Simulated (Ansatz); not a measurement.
`[Br][GaH][Br]` + `CN1C=C1` → `[CH3][Ga]([Br])[Br]` + `C1=CN1`  (formal exchange of groups at a Ga–H bond)

Computed with Ansatz on PBE0-D4/def2-TZVP structures; ΔE is electronic, products minus reactants. CCSD(T)/CBS adds triple-zeta CCSD(T) − MP2 to the extrapolated MP2 energy (def2 sets, frozen cores). DFT in def2-TZVPP. For Br, Ga outer-core shells are correlated without core-valence functions, which leaves a few kJ/mol of doubt a bond. Scalar relativity is left out up to krypton.

```tsv
level	ΔE (kJ/mol)
PBE0-D4	-62.3
BHLYP-D4	-61.8
CAM-B3LYP-D4	-59.5
ωB97M-V	-63.3
r2SCAN	-63.2
r2SCAN0	-63.3
HF/def2-TZVPP	-56.2
CCSD(T)/def2-TZVPP	-65.8
```

(1) What does CCSD(T)/CBS give? (Best estimate.)

Largest T1 diagnostic among the species: 0.011.

Answers

(1) Computed: -68.3 kJ/mol. The listed levels differ from it by 6.0, 6.5, 8.8, 5.0, 5.1, 5.0, 12.1, 2.5 kJ/mol.

In def2-TZVPP, CCSD(T) changes the Hartree–Fock value by −9.6 kJ/mol (the triples alone add −0.3 kJ/mol) and MP2 by −12.2 kJ/mol. At CCSD(T), def2-SVP lies +18.4 kJ/mol from the extrapolated value and def2-TZVPP +2.5 kJ/mol.
